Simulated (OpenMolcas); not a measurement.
**Co3+ in a point-charge field**

Co3+ among 6 point charges of -2 e arranged as a tetragonal octahedron (D4h), 1.98 Å from the ion, with the axial distance 2.336 Å.

```yaml
Program: OpenMolcas
Method: "SS-CASPT2, IPEA 0.25 Eh, imaginary shift 0.1 Eh (closed shells correlated: 3s 3p)"
Basis: ANO-RCC-VDZP [5s4p2d1f]
Scalar_Hamiltonian: DKH2, point nucleus
Active_space: 6 electrons in 5 orbitals (3d)
State_averaging: 2S+1 = 5 even, 5 roots; 2S+1 = 3 even, 45 roots; 2S+1 = 1 even, 50 roots
Spin-orbit_coupling: RASSI with atomic mean-field integrals over the reference wave functions
```

The lowest spin-free states (labels of D4, the rotations of D4h), above the lowest:

```json
{"State": "5E", "Degeneracy": "2", "E (cm-1)": "0", "Free-ion L (%)": "D (100)"}
{"State": "5A1", "Degeneracy": "1", "E (cm-1)": "1800", "Free-ion L (%)": "D (100)"}
{"State": "5B2", "Degeneracy": "1", "E (cm-1)": "3100", "Free-ion L (%)": "D (100)"}
{"State": "5B1", "Degeneracy": "1", "E (cm-1)": "7580", "Free-ion L (%)": "D (100)"}
{"State": "3E", "Degeneracy": "2", "E (cm-1)": "23600", "Free-ion L (%)": "H (80)"}
{"State": "3B2", "Degeneracy": "1", "E (cm-1)": "24560", "Free-ion L (%)": "H (81)"}
{"State": "3A2", "Degeneracy": "1", "E (cm-1)": "24600", "Free-ion L (%)": "H (88)"}
{"State": "3A2", "Degeneracy": "1", "E (cm-1)": "24820", "Free-ion L (%)": "H (63)"}
{"State": "3E", "Degeneracy": "2", "E (cm-1)": "25350", "Free-ion L (%)": "H (92)"}
{"State": "3E", "Degeneracy": "2", "E (cm-1)": "25670", "Free-ion L (%)": "H (70)"}
{"State": "3E", "Degeneracy": "2", "E (cm-1)": "26180", "Free-ion L (%)": "P (54)"}
{"State": "3A2", "Degeneracy": "1", "E (cm-1)": "26190", "Free-ion L (%)": "P (81)"}
{"State": "3B1", "Degeneracy": "1", "E (cm-1)": "26770", "Free-ion L (%)": "H (82)"}
{"State": "3A1", "Degeneracy": "1", "E (cm-1)": "27170", "Free-ion L (%)": "H (96)"}
{"State": "3B2", "Degeneracy": "1", "E (cm-1)": "27810", "Free-ion L (%)": "F (63)"}
{"State": "3B1", "Degeneracy": "1", "E (cm-1)": "28590", "Free-ion L (%)": "F (87)"}
{"State": "3E", "Degeneracy": "2", "E (cm-1)": "28910", "Free-ion L (%)": "F (65)"}
{"State": "3E", "Degeneracy": "2", "E (cm-1)": "29150", "Free-ion L (%)": "F (59)"}
{"State": "3B2", "Degeneracy": "1", "E (cm-1)": "31130", "Free-ion L (%)": "G (68)"}
{"State": "3E", "Degeneracy": "2", "E (cm-1)": "31520", "Free-ion L (%)": "G (79)"}
```

The lowest levels with spin-orbit coupling:

```tsv
E (cm-1)	Degeneracy	Label	2S+1	g
0	2	E	5	0.00 0.00 9.95
54	1	B2	5	
76	1	B1	5	
160	2	E	5	0.00 0.00 2.29
220	1	A1	5	
470	1	A2	5	
580	2	E	5	0.00 0.00 5.66
2210	1	B2	5	
2210	1	B1	5	
2310	2	E	5	0.00 0.00 3.99
2340	1	A1	5	
3330	1	A2	5	
3330	1	A1	5	
3440	2	E	5	0.00 0.00 4.56
3480	1	B2	5	
7930	1	B1	5	
7940	2	E	5	0.00 0.00 3.43
7980	1	A1	5	
7980	1	A2	5	
23550	1	B1	3
```

Powder χT (cm3 K/mol): 3.15 at 2 K, 3.39 at 10 K, 4.03 at 50 K, 4.22 at 100 K, 4.31 at 200 K, 4.3 at 300 K. The effective moment at 300 K is 2.828 √(χT) = 5.87 μB.

The lowest level has 2S+1 = 5, for which the spin-only value is χT = S(S+1) / 2 = 3.000 cm3 K/mol (g = 2). The computed 4.302 at 300 K differs by +1.302, through orbital momentum, spin-orbit coupling and any other state in reach.

An orbital doublet at a regular site is open to a Jahn-Teller distortion, which this geometry leaves out. Point charges give a weaker field than real ligands, and real ions of this kind are often low spin; the high spin found here belongs to the model. Free-ion shares, where given, are those of the reference states; single-state CASPT2 does not remix them. This is an electrostatic model: the charges have no orbitals. No measured value stands beside these numbers.

With an even number of electrons the g values are those of a degenerate or nearly degenerate non-Kramers pair.
